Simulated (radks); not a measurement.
Results of a calculation; reference values are marked as such.
Polarisability of the nickel ion Ni8+, [Ar] 3d2, at imaginary frequency. Code: a radial shooting solver on a logarithmic mesh with Libxc functionals. Model: scalar-relativistic Kohn-Sham, LDA (Slater exchange, Perdew-Wang correlation), spin-polarised, spherical densities, finite nucleus; open shells are filled with parallel spins first; Fermi nuclear charge, rms radius 3.7757 fm. Response by self-consistent Sternheimer equations with the Hartree and adiabatic LDA kernel, the relativistic mass of each level held fixed and spin-orbit coupling left out.

w (hartree),alpha1(iw) (bohr^3)
0.00266,0.3979
0.0143,0.3979
0.0360,0.3978
0.0697,0.3977
0.118,0.3974
0.186,0.3967
0.280,0.3952
0.413,0.3922
0.605,0.3860
0.892,0.3731
1.35,0.3465
2.12,0.2946
3.59,0.2081
6.94,0.1046
17.5,0.02860

Static values: alpha1 = 0.3979 bohr^3 (0.05896 angstrom^3; uncoupled 0.5745). C6 = 0.4628, triple-dipole C9 = 0.1316 atomic units. One-pole (London) frequency 4 C6 / (3 alpha1^2) = 3.898 hartree, against 6.530 for minus the highest occupied eigenvalue.
